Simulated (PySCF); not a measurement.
C₃H₄BFO, SMILES OB(F)C=C=C. Geometry: B3LYP-D3(BJ)/def2-SVP. This is a generated structure with no PubChem entry under its InChIKey; it may be hypothetical. Other conformers were not sampled.

**Question.** Give the equilibrium geometry at B3LYP-D3(BJ)/def2-SVP (PySCF confirms it by a frequency run) as bond lengths and angles, and its point group. (The exact figures need the calculation; the answer reports its results.)

**Answer.** This is not unique; one that fits is point group Cs.
Atoms: C1 C2 C3 B4 O5 F6 H7 H8 H9 H10. Bonded distances (Å): C1–C2 1.306, C1–H7 1.095, C1–H8 1.095, C2–C3 1.317, C3–B4 1.561, C3–H9 1.100, B4–O5 1.354, B4–F6 1.332, O5–H10 0.964. Angles (°): C2–C1–H7 121.1, C2–C1–H8 121.1, H7–C1–H8 117.7, C1–C2–C3 178.7, C2–C3–B4 122.0, C2–C3–H9 117.4, B4–C3–H9 120.6, C3–B4–O5 123.6, C3–B4–F6 120.0, O5–B4–F6 116.4, B4–O5–H10 113.6.
